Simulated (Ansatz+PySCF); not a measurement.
# sextet CrF: levels of theory in one basis

```xyz
2

Cr    0.0000    0.0000    0.0000
F     1.1366    0.7704    1.1390
```

Basis set: cc-pVTZ (spherical functions). Correlated methods keep 10 orbitals frozen. Correlation on ROHF uses semicanonical orbitals with singles. Charge 0, multiplicity 6.

Computed with Ansatz (development build ahead of 0.2.0) and PySCF 2.14.0; each method stands on the lowest determinant of its kind that the runs found.

```tsv
method	E − E(ROHF) (eV)	<S²> of the determinant
ROHF	0.00	8.75
UHF	-0.11	8.75
UHF-MP2	-9.58	8.75
ROHF-CCSD	-9.85	–
UHF-CCSD	-9.89	8.75
ROHF-CCSD(T)	-10.17	–
UHF-CCSD(T)	-10.21	8.75
```

**Question.** What does ROHF-MP2 give on the same scale?

**Answer.** -9.50 eV.

Caution: other spin multiplicities were not run. Caution for ROHF-MP2, UHF-MP2, ROHF-CCSD, UHF-CCSD, ROHF-CCSD(T), UHF-CCSD(T): large amplitudes, a single reference is doubtful.
